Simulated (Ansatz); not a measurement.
Computed with Ansatz on PBE0-D4/def2-TZVP structures; ΔE is electronic, products minus reactants. CBS: MP2 limit from def2 TZ/QZ plus the TZ coupled-cluster correction, frozen cores. Functionals use def2-TZVPP. B3LYP here is the variant with VWN-RPA as its local correlation; programs differ in this. HSE06 is defined as in plane-wave codes. For Br, Mg outer-core shells are correlated without core-valence functions, which leaves a few kJ/mol of doubt a bond. Scalar relativity is left out up to krypton. Each species was taken in one conformer, which may not be the lowest.

`[OH][Mg][F]` + `NB(Cl)Br` → `[NH2][Mg][OH]` + `FB(Cl)Br`  (redistribution)

| level | ΔE (kJ/mol) | difference from CCSD(T)/CBS |
| --- | --- | --- |
| LDA (SPW92) | 114.5 | -5.1 |
| PBE-D4 | 116.3 | -3.3 |
| revPBE-D4 | 119.2 | -0.4 |
| BLYP-D4 | 116.7 | -2.9 |
| r2SCAN-D4 | 116.0 | -3.6 |
| B97M-V | 112.4 | -7.2 |
| r2SCANh-D4 | 117.1 | -2.5 |
| r2SCAN0-D4 | 118.8 | -0.8 |
| HSE06-D4 | 118.9 | -0.7 |
| BHLYP-D4 | 120.8 | 1.2 |
| CAM-B3LYP-D4 | 118.9 | -0.7 |
| ωB97X-V | 118.6 | -1.0 |
| ωB97M-V | 116.4 | -3.2 |
| B2PLYP | 116.6 | -3.0 |
| PBE-QIDH | 120.2 | 0.6 |
| PBE | 114.3 | -5.3 |
| revPBE | 113.3 | -6.3 |
| r2SCAN | 115.6 | -4.0 |
| PBE0 | 117.8 | -1.8 |
| B3LYP | 115.4 | -4.2 |
| r2SCANh | 116.7 | -2.9 |
| r2SCAN0 | 118.3 | -1.3 |
| HSE06 | 117.3 | -2.3 |
| BHLYP | 118.3 | -1.3 |
| CAM-B3LYP | 117.2 | -2.4 |
| LC-ωPBE | 123.4 | 3.8 |
| RPA@PBE/def2-TZVPP | 107.3 | -12.3 |
| HF/def2-SVP | 131.0 | 11.4 |
| MP2/def2-SVP | 132.6 | 13.0 |
| CCSD/def2-SVP | 129.4 | 9.8 |
| CCSD(T)/def2-SVP | 127.8 | 8.2 |
| HF/def2-TZVPP | 116.4 | -3.2 |
| CCSD/def2-TZVPP | 114.1 | -5.5 |
| CCSD(T)/def2-TZVPP | 113.3 | -6.3 |
| HF/def2-QZVPP | 119.6 | 0.0 |
| MP2/def2-QZVPP | 123.8 | 4.2 |
| SCS-MP2/def2-QZVPP | 122.0 | 2.4 |
| HF/CBS(def2) | 120.0 | 0.4 |
| MP2/CBS(def2) | 125.3 | 5.7 |
| CCSD/CBS(def2) | 120.4 | 0.8 |
| CCSD(T)/CBS | 119.6 | 0 |

Largest T1 diagnostic among the species: 0.011.

Leaving LDA and LC-ωPBE aside and taking each functional with its dispersion term where it has one, the values spread over 8.4 kJ/mol, from B97M-V to BHLYP-D4. At CCSD(T), def2-SVP lies +8.2 kJ/mol from the extrapolated value and def2-TZVPP −6.3 kJ/mol.
